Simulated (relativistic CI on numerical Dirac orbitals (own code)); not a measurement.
**The 43-electron sequence from Rh2+ to Ce15+**

These numbers are calculated, not measured: Dirac-Coulomb-Breit CI, separate exchange-only KLI orbitals for each configuration, a model potential for QED, valence Slater integrals scaled by 0.9, P86 correlation energy added to each configuration (own radial code, finite nucleus).

Configurations in the expansion (outside the closed core [Ar] 3d10): 4s2 4p6 4d7, 4s2 4p6 4d5 5s2, 4s2 4p5 4d8, 4s2 4p6 4d6 4f, 4s2 4p4 4d9, 4s2 4p6 4d6 5s, 4s 4p6 4d8. Levels of other configurations are missing.

Energies above each ion's lowest level, in cm⁻¹. Levels are followed by their leading LS label, which can pass from one level to another where the coupling changes.

| Ion | 4s2 4p6 4d7 4F_9/2 | 4s2 4p6 4d7 4F_7/2 | 4s2 4p6 4d7 4F_5/2 | 4s2 4p6 4d7 4F_3/2 | 4s2 4p6 4d7 4P_3/2 | 4s2 4p6 4d7 4P_5/2 | 4s2 4p6 4d7 4P_1/2 |
| --- | --- | --- | --- | --- | --- | --- | --- |
| Rh2+ | 0.0 | 2015.4 | 3279.1 | 4071.6 | 11532.0 | 11895.2 | 13108.8 |
| Pd3+ | 0.0 | 2727.9 | 4366.3 | 5375.9 | 13056.2 | 13796.2 | 15332.9 |
| Ag4+ | 0.0 | 3552.9 | 5581.4 | 6805.8 | 14352.1 | 15515.2 | 17421.1 |
| Cd5+ | ? | ? | ? | ? | ? | ? | ? |
| In6+ | 0.0 | 5596.3 | 8408.4 | 10004.1 | 16747.8 | 18899.3 | 21657.7 |
| Sn7+ | 0.0 | 6842.7 | 10011.4 | 11706.7 | 18001.3 | 20668.8 | 23902.4 |
| Sb8+ | 0.0 | 8258.4 | 11724.2 | 13389.0 | 19414.7 | 22542.6 | 26271.9 |
| Te9+ | 0.0 | 9858.3 | 13525.4 | 14953.9 | 21103.4 | 24560.5 | 28790.3 |
| I10+ | 0.0 | 11658.0 | 15387.4 | 16324.7 | 23160.0 | 26765.5 | 31479.5 |
| Xe11+ | 0.0 | 13673.3 | 17278.6 | 17490.1 | 45940.1 | 29201.6 | 34360.0 |
| Cs12+ | 0.0 | 15920.2 | 19168.9 | 28431.2 | 50962.8 | 31910.6 | 37451.7 |
| Ba13+ | 0.0 | 18415.1 | 21034.2 | 31587.0 | 56475.1 | 34926.8 | 40774.0 |
| La14+ | 0.0 | 21174.2 | 22860.1 | 35056.5 | 62513.0 | 38274.9 | 44346.1 |
| Ce15+ | 0.0 | 24214.5 | 24641.2 | 38831.6 | 69111.5 | 41970.7 | 48186.7 |

Fill in the row of Cd5+.

4s2 4p6 4d7 4F_9/2 0.0, 4s2 4p6 4d7 4F_7/2 4504.4, 4s2 4p6 4d7 4F_5/2 6929.2, 4s2 4p6 4d7 4F_3/2 8355.8, 4s2 4p6 4d7 4P_3/2 15556.9, 4s2 4p6 4d7 4P_5/2 17195.6, 4s2 4p6 4d7 4P_1/2 19509.6 (cm⁻¹).

The lowest level keeps the configuration 4s2 4p6 4d7 and J = 9/2 throughout.

Between Z = 55 and 58 the energy of 4s2 4p6 4d7 4F_7/2 follows a local power law Z^7.9. For orientation: electrostatic splittings inside a shell grow about linearly with the screened charge, excitations that change n as its square, and fine structure as its fourth power; written in Z itself the exponents are larger, since the screened charge grows faster in proportion.

The members near neutrality are the least accurate: they can be off by several eV, miss lower levels of configurations outside the list, or start from a wrong lowest level.
